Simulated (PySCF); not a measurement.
Löwdin shares of the frontier orbitals

C4H3F3O2.
Z-matrix (Å and degrees, GFN2-xTB geometry), rows numbered from 1:
```
O 
C   1  1.2011
O   2  1.3329  1  123.73
C   2  1.4868  1  125.07  3   179.96
C   4  1.3256  2  120.55  1    -0.16
C   5  1.4984  4  123.46  2  -179.99
F   6  1.3426  5  111.62  4   120.74
F   6  1.3426  5  111.62  4  -120.36
F   6  1.3384  5  113.33  4     0.18
H   3  0.9707  2  110.93  1     0.01
H   4  1.0798  2  116.22  1   179.80
H   5  1.0813  4  121.65  2    -0.05
```

The calculation used TDDFT CAM-B3LYP/def2-SVPD, vertical, gas phase, core orbitals frozen in the response (PySCF 2.14.0, density-fitted response routines).

Kohn–Sham orbitals with the atoms that hold most of them (Löwdin shares over 4%, at most four atoms; ? is withheld):

| orbital | ε (eV) | atoms |
| --- | --- | --- |
| LUMO+2 | 1.52 | C6 20%, C5 13%, F9 10%, O3 10% |
| LUMO+1 | 0.78 | O3 36%, C2 20%, H10 19%, O1 11% |
| LUMO | -1.27 | C5 27%, C4 22%, C2 16%, O1 12% |
| HOMO | ? | ? |
| HOMO-1 | -10.62 | ? |
| HOMO-2 | -11.63 | O3 47%, O1 29%, C2 11%, C4 6% |
| HOMO-3 | -12.87 | C5 18%, C6 10%, F9 10%, F8 9% |

Q: Which atoms hold the HOMO, and with what shares?

A: O1 (bonded to C) 68%; O3 (bonded to C and H) 11%; C2 (bonded to C and 2 O) 9%; C4 (bonded to 2 C and H) 8%. By element: oxygen 80%, carbon 16% or more.

Q: Give the leading atoms of the HOMO-1.

A: C5 (bonded to 2 C and H) 32%; C4 (bonded to 2 C and H) 31%; O1 (bonded to C) 17%; C2 (bonded to C and 2 O) 7%. By element: carbon 70% or more, oxygen 17% or more.

Q: What is the HOMO energy, and the HOMO–LUMO gap?

A: ε(HOMO) = -10.38 eV; the gap is 9.11 eV (0.3348 hartree).

Q: The HOMO–LUMO gap is 9.11 eV. Where does the response calculation put the lowest singlet, and from which orbitals?

A: S1 is at 4.90 eV (f = 0.0000), 4.21 eV below the gap, made of HOMO→LUMO (93%). 

Q: One configuration dominates each of S1, S2, S3 and S5. Which, and how do the shares of the two leading atoms of either orbital change from the occupied to the empty one?

A: 
- S1 (4.90 eV, f 0.0000), HOMO→LUMO (93%): O1 68% → 12%, O3 11% → at most 12%, C5 at most 5% → 27%, C4 8% → 22%
- S2 (6.49 eV, f 0.321), HOMO-1→LUMO (95%): C5 32% → 27%, C4 31% → 22%
- S3 (7.28 eV, f 0.159), HOMO-2→LUMO (90%): O3 47% → at most 12%, O1 29% → 12%, C5 at most 6% → 27%, C4 6% → 22%
- S5 (8.03 eV, f 0.100), HOMO→LUMO+1 (88%): O1 68% → 11%, O3 11% → 36%, C2 9% → 20%

Löwdin shares depend on the basis, the more so with diffuse functions.

Time: 38 s. Hardware: one thread of an x86-64 server, no GPU (shared host).

One conformer stands for the species.
